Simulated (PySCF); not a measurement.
Radial density of Dy⁵³⁺ (dysprosium, charge +53)

UHF, [Ne] 3s2 3p1, 2P determinant. Computed with PySCF 2.14 in an uncontracted even-tempered set (16 s from 12 bohr⁻², ratio 2.5; 10 p from 16 bohr⁻², ratio 2.5; 4 d from 62 bohr⁻², ratio 2.7; 4 f from 93 bohr⁻², ratio 2.7), with the non-relativistic Hamiltonian (point nucleus).

| r (bohr) | 4πr²ρ (e/bohr) | 4πr²(ρα − ρβ) |
| --- | --- | --- |
| 0.000383 | 0.3610 | 0.0000 |
| 0.000645 | 0.9867 | 0.0000 |
| 0.00108 | 2.634 | 0.0000 |
| 0.00182 | 6.760 | 0.0002 |
| 0.00307 | 16.23 | 0.0011 |
| 0.00516 | 34.85 | 0.0068 |
| 0.00868 | 62.15 | 0.0417 |
| 0.0146 | 82.31 | 0.2214 |
| 0.0246 | 75.09 | 0.8865 |
| 0.0413 | 75.05 | 2.0687 |
| 0.0695 | 98.74 | 1.3056 |
| 0.117 | 46.61 | 0.5704 |
| 0.197 | 20.55 | 5.9390 |
| 0.331 | 5.033 | 1.4602 |
| 0.556 | 0.05628 | 0.0114 |

A non-relativistic calculation at this Z misses sizeable relativistic shifts. Spin-orbit coupling, absent here, splits the open shell strongly.
